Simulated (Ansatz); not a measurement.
Basis sets compared for phenanthrenequinone, `O=C1C(=O)c2ccccc2-c2ccccc21`. Total charge 0; singlet. Geometry PBE-D4/def2-SVP. Ansatz on 4 threads of Arm Neoverse V2 on a shared host; times are rough, and most runs start from earlier orbitals.

```xyz
24

O     1.554   -2.678    1.712
C     0.949   -1.726    1.237
C    -0.045   -0.940    2.127
O    -0.210   -1.286    3.289
C    -0.760    0.212    1.515
C    -1.663    0.926    2.328
C    -2.369    2.019    1.822
C    -2.168    2.402    0.484
C    -1.273    1.698   -0.331
C    -0.548    0.589    0.158
C     0.403   -0.165   -0.695
C     0.634    0.183   -2.044
C     1.535   -0.536   -2.839
C     2.239   -1.632   -2.309
C     2.027   -1.994   -0.978
C     1.121   -1.277   -0.171
H    -1.783    0.585    3.367
H    -3.073    2.574    2.461
H    -2.716    3.261    0.068
H    -1.144    2.027   -1.371
H     0.103    1.033   -2.494
H     1.690   -0.235   -3.886
H     2.947   -2.194   -2.936
H     2.551   -2.843   -0.514
```

Binding counts from free atoms (O triplet, C triplet, H doublet) in the same basis, without a counterpoise term.

| level | functions | energy (Eh) | HOMO (eV) | LUMO (eV) | binding per atom (eV) | wall time |
| --- | --- | --- | --- | --- | --- | --- |
| PBE-D4/def2-SVP | 264 | -687.4806 | -5.44 | -3.88 | 5.83 | 6 s |
| PBE0-D4/def2-SVP | 264 | -687.5085 | -7.08 | -3.15 | 5.68 | 11 s |

Task: Estimate the rows for PBE-D4/def2-TZVP, PBE0-D4/def2-TZVP (with forces).

Result: 
```tsv
level	functions	energy (Eh)	HOMO (eV)	LUMO (eV)	binding per atom (eV)	wall time
PBE-D4/def2-TZVP	544	-688.2139	-5.60	-4.05	5.73	16 s
PBE0-D4/def2-TZVP (with forces)	544	-688.2373	-7.10	-3.27	5.57	56 s
```
